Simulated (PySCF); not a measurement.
## How good is the calculation?

Atoms are numbered as in `[CH3:1][O:2][c:3]1[cH:4][cH:5][s:6][cH:7]1`; H(Xn) means a hydrogen on atom n.

Published estimates (parent shift plus substituent increments) and measurements: δ ¹H H(C5) 7.14; H(C4) 6.73; H(C7) 6.21 ppm (estimated from measurements, as parent shift plus tabulated substituent increment; solution, not stated per compound (mostly CDCl3 or CCl4); Pretsch, Buehlmann, Badertscher, Structure Determination of Organic Compounds, 4th ed. (2009)).

[PySCF: geometry from PBE0-D3(BJ)/def2-SVP; shielding tensors at PBE0/pcSseg-1 (GIAO); rapidly exchanging positions averaged; in vacuum; one conformer; non-relativistic]

(1) Set the calculated values beside the experiment.

(2) How far are the unscaled ¹H shifts from the references?

Results:

(1) 
Reference values: estimated from measurements, as parent shift plus tabulated substituent increment (solution, not stated per compound (mostly CDCl3 or CCl4); Pretsch, Buehlmann, Badertscher, Structure Determination of Organic Compounds, 4th ed. (2009)).
```tsv
atoms	quantity	reference	computed	computed, scaled
H(C5)	δ ¹H	7.14	6.97	6.83
H(C4)	δ ¹H	6.73	6.67	6.54
H(C7)	δ ¹H	6.21	6.31	6.20
```

Computed shifts are σ(ref) − σ with the named reference compound (TMS for H and C) calculated as an isolated molecule at the same level. The measured values may be among those fitted. Shieldings were converted by linear fits to measured shifts (mostly CDCl3, TMS scale, for H and C): ¹H: δ = 29.85 − 0.948σ (rms 0.21 ppm, 133 shifts). Occasional misses reach two or three times the rms, and more in compound classes unlike the fitted ones.

(2) Mean signed difference -0.04 ppm, mean absolute 0.11 ppm over 3 comparisons; the largest is -0.17 ppm at H(C5) (hydrogen on an aromatic CH next to the ring sulfur).
